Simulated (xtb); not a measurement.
A run for xtb: GFN2-xTB on C2H6OSi (SMILES CO[Si]C), a point of a torsion scan.

```
$ xtb mol.xyz --gfn 2 --opt vtight --chrg 0 --uhf 0 --input xcontrol
10

C      1.88175972    -0.28134674    -0.06322484
O      0.71654232     0.26840628    -0.62226890
Si    -0.21525404     0.80282864     0.71060110
C     -1.25338655     2.26940606     0.22503678
H      2.59219208     0.50913184     0.22919115
H      2.40804623    -0.95397206    -0.75021838
H      1.58972947    -0.78923086     0.88791323
H     -1.06230213     2.61868027    -0.79935250
H     -1.02116045     3.10867861     0.90327493
H     -2.31969091     2.02001493     0.38813561
$constrain
  force constant=1.0
  dihedral: 1,2,3,4,150.0
$end
```

It printed:

```
[...]
           -------------------------------------------------
          |                Calculation Setup                |
           -------------------------------------------------



molecular fragmentation (1/2 indicates fragments):
1112112222
# atoms in fragment 1/2:     5     5
 fragment masses (1/2) :       58.11       16.04
CMA distance (Bohr)    :   4.581
constraining FC (au)   :  1.0000

           -------------------------------------------------
          |                 G F N 2 - x T B                 |
           -------------------------------------------------

        Reference                      10.1021/acs.jctc.8b01176
      * Hamiltonian:
        H0-scaling (s, p, d)           1.850000    2.230000    2.230000
        zeta-weighting                 0.500000
      * Dispersion:
        s8                             2.700000
        a1                             0.520000
        a2                             5.000000
        s9                             5.000000
      * Repulsion:
        kExp                           1.500000    1.000000
        rExp                           1.000000
      * Coulomb:
        alpha                          2.000000
        third order                    shell-resolved
        anisotropic                    true
        a3                             3.000000
        a5                             4.000000
        cn-shift                       1.200000
        cn-exp                         4.000000
        max-rad                        5.000000


          ...................................................
          :                      SETUP                      :
          :.................................................:
          :  # basis functions                  28          :
          :  # atomic orbitals                  27          :
          :  # shells                           15          :
          :  # electrons                        24          :
          :  max. iterations                   250          :
          :  Hamiltonian                  GFN2-xTB          :
          :  restarted?                      false          :
          :  GBSA solvation                  false          :
          :  PC potential                    false          :
          :  electronic temp.          300.0000000     K    :
          :  accuracy                    1.0000000          :
          :  -> integral cutoff          0.2500000E+02      :
          :  -> integral neglect         0.1000000E-07      :
          :  -> SCF convergence          0.1000000E-05 Eh   :
          :  -> wf. convergence          0.1000000E-03 e    :
          :  Broyden damping             0.4000000          :
          :  net charge                          0          :
          :  unpaired electrons                  0          :
          ...................................................

 iter      E             dE          RMSdq      gap      omega  full diag
   1    -13.1938846 -0.131939E+02  0.917E+00    2.23       0.0  T
   2    -13.2133567 -0.194721E-01  0.638E+00    2.42       1.0  T
   3    -13.2104068  0.294988E-02  0.212E+00    2.34       1.0  T
   4    -13.2166781 -0.627127E-02  0.808E-01    2.56       1.0  T
   5    -13.2170336 -0.355498E-03  0.300E-01    2.57       1.0  T
   6    -13.2170776 -0.439778E-04  0.107E-01    2.59       1.0  T
   7    -13.2170784 -0.848403E-06  0.596E-02    2.60       1.0  T
   8    -13.2170790 -0.579355E-06  0.149E-02    2.60       2.1  T
   9    -13.2170791 -0.432448E-07  0.475E-03    2.59       6.7  T
  10    -13.2170791 -0.257706E-07  0.208E-03    2.60      15.2  T
  11    -13.2170791 -0.410195E-08  0.369E-04    2.60      85.8  T
  12    -13.2170791 -0.385242E-09  0.975E-05    2.60     324.4  T

   *** convergence criteria satisfied after 12 iterations ***

         #    Occupation            Energy/Eh            Energy/eV
      -------------------------------------------------------------
         1        2.0000           -0.7252032             -19.7338
       ...           ...                  ...                  ...
         6        2.0000           -0.5175355             -14.0829
         7        2.0000           -0.4809622             -13.0876
         8        2.0000           -0.4668400             -12.7034
         9        2.0000           -0.4613810             -12.5548
        10        2.0000           -0.4244529             -11.5500
        11        2.0000           -0.4177416             -11.3673
        12        2.0000           -0.3308628              -9.0032 (HOMO)
        13                         -0.2354940              -6.4081 (LUMO)
        14                         -0.1446281              -3.9355
        15                         -0.1154469              -3.1415
        16                         -0.0571922              -1.5563
        17                         -0.0027878              -0.0759
       ...                                ...                  ...
        2
[...]
ions                     ...        0 min,  0.002 sec ( 25.827%)
 molecular gradient             ...        0 min,  0.003 sec ( 46.151%)
 printout                       ...        0 min,  0.000 sec (  2.633%)

         :::::::::::::::::::::::::::::::::::::::::::::::::::::
         ::                     SUMMARY                     ::
         :::::::::::::::::::::::::::::::::::::::::::::::::::::
         :: total energy             -13.114775268209 Eh    ::
         :: gradient norm              0.000026525861 Eh/a0 ::
         :: HOMO-LUMO gap              2.708210031446 eV    ::
         ::.................................................::
         :: SCC energy               -13.245570026232 Eh    ::
         :: -> isotropic ES            0.025139257823 Eh    ::
         :: -> anisotropic ES         -0.002828384198 Eh    ::
         :: -> anisotropic XC         -0.006199086848 Eh    ::
         :: -> dispersion             -0.004773108794 Eh    ::
         :: repulsion energy           0.130773781510 Eh    ::
         :: add. restraining           0.000020976513 Eh    ::
         :: total charge               0.000000000000 e     ::
         :::::::::::::::::::::::::::::::::::::::::::::::::::::

           -------------------------------------------------
          |                Property Printout                |
           -------------------------------------------------

    * Orbital Energies and Occupations

         #    Occupation            Energy/Eh            Energy/eV
      -------------------------------------------------------------
         1        2.0000           -0.7191024             -19.5678
         2        2.0000           -0.6439388             -17.5225
         3        2.0000           -0.5860850             -15.9482
         4        2.0000           -0.5469878             -14.8843
         5        2.0000           -0.5258328             -14.3086
         6        2.0000           -0.5230824             -14.2338
         7        2.0000           -0.4745757             -12.9139
         8        2.0000           -0.4513387             -12.2816
         9        2.0000           -0.4446070             -12.0984
        10        2.0000           -0.4241399             -11.5414
        11        2.0000           -0.4160234             -11.3206
        12        2.0000           -0.3223520              -8.7716 (HOMO)
        13                         -0.2228271              -6.0634 (LUMO)
        14                         -0.1470505              -4.0014
        15                         -0.1035184              -2.8169
        16                         -0.0201269              -0.5477
        17                          0.0168969               0.4598
        18                          0.0379744               1.0333
        19                          0.1453405               3.9549
        20                          0.1734730               4.7204
        21                          0.2042271               5.5573
        22                          0.2104007               5.7253
        23                          0.2173629               5.9147
       ...                                ...                  ...
        27                          0.6992878              19.0286
      -------------------------------------------------------------
                  HL-Gap            0.0995249 Eh            2.7082 eV
             Fermi-level           -0.2725895 Eh           -7.4175 eV

     #   Z          covCN         q      C6AA      α(0)
     1   6 C        3.669     0.050    19.984     6.409
     2   8 O        1.621    -0.374    20.361     6.091
     3  14 Si       1.686     0.396   185.112    28.925
     4   6 C        3.646    -0.193    24.690     7.141
     5   1 H        0.924     0.024     2.669     2.555
     6   1 H        0.924     0.036     2.505     2.475
     7   1 H        0.924     0.016     2.799     2.616
     8   1 H        0.924     0.035     2.514     2.480
     9   1 H        0.925     0.013     2.835     2.633
    10   1 H        0.925    -0.003     3.108     2.757

 Mol. C6AA /au·bohr⁶  :       1360.617677
 Mol. C8AA /au·bohr⁸  :      47008.361951
 Mol. α(0) /au        :         64.081443


Wiberg/Mayer (AO) data.
largest (>0.10) Wiberg bond orders for each atom

 ---------------------------------------------------------------------------
     #   Z sym  total        # sym  WBO       # sym  WBO       # sym  WBO
 ---------------------------------------------------------------------------
     1   6 C    3.962 --     2 O    1.014     7 H    0.985     6 H    0.980
                             5 H    0.979
     2   8 O    2.257 --     3 Si   1.184     1 C    1.014
     3  14 Si   2.207 --     2 O    1.184     4 C    0.971
     4   6 C    3.969 --    10 H    0.998     9 H    0.985     8 H    0.977
                             3 Si   0.971
     5   1 H    0.999 --     1 C    0.979
     6   1 H    0.999 --     1 C    0.980
     7   1 H    1.000 --     1 C    0.985
     8   1 H    0.999 --     4 C    0.977
     9   1 H    1.000 --     4 C    0.985
    10   1 H    1.000 --     4 C    0.998
 ---------------------------------------------------------------------------

Topologies differ in total number of bonds
Writing topology from bond orders to xtbtopo.mol

molecular dipole:
                 x           y           z       tot (Debye)
 q only:        0.007      -0.476       0.675
   full:        0.330       0.011      -0.063       0.853
molecular quadrupole (traceless):
                xx          xy          yy          xz          yz          zz
 q only:        1.139       0.740      -3.100      -0.729       0.759       1.961
  q+dip:        0.412       0.525       0.586       1.317       0.341      -0.998
   full:        2.394      -0.168       0.319       2.309       2.152      -2.713

           -------------------------------------------------
          |                Geometry Summary                 |
           -------------------------------------------------

      molecular mass/u    :       74.1540199
   center of mass at/Å    :        0.0750329       0.7307841       0.3548231
  moments of inertia/u·Å² :        0.3046715E+02   0.1482931E+03   0.1699996E+03
rotational constants/cm⁻¹ :        0.5533051E+00   0.1136778E+00   0.9916277E-01

 * 8 selected distances

     #   Z          #   Z                                           value/Å
     1   6 C        2   8 O                                       1.3831170
     2   8 O        3  14 Si                                      1.6516251 (max)
     1   6 C        5   1 H                                       1.0945248
     1   6 C        6   1 H                                       1.0924807
     1   6 C        7   1 H                                       1.0947445
     4   6 C        8   1 H                                       1.0904170
     4   6 C        9   1 H                                       1.0897222
     4   6 C       10   1 H                                       1.0885232 (min)

 * 3 distinct bonds (by element types)

   Z      Z             #   av. dist./Å        max./Å        min./Å
Note: The following floating-point exceptions are signalling: IEEE_UNDERFLOW_FLAG IEEE_DENORMAL
normal termination of xtb
   1 H    6 C           6     1.0917354     1.0947445     1.0885232
   6 C    8 O           1     1.3831170     1.3831170     1.3831170
   8 O   14 Si          1     1.6516251     1.6516251     1.6516251


optimized geometry written to: xtbopt.xyz


           -------------------------------------------------
          | TOTAL ENERGY              -13.114775268209 Eh   |
          | GRADIENT NORM               0.000026525861 Eh/α |
          | HOMO-LUMO GAP               2.708210031446 eV   |
           -------------------------------------------------

------------------------------------------------------------------------
------------------------------------------------------------------------
 total:
 SCF:
 ANC optimizer:
```

The run finished.

Warnings raised: the energy holds the restraint's term.

Cost: very roughly 0.3 core-seconds.
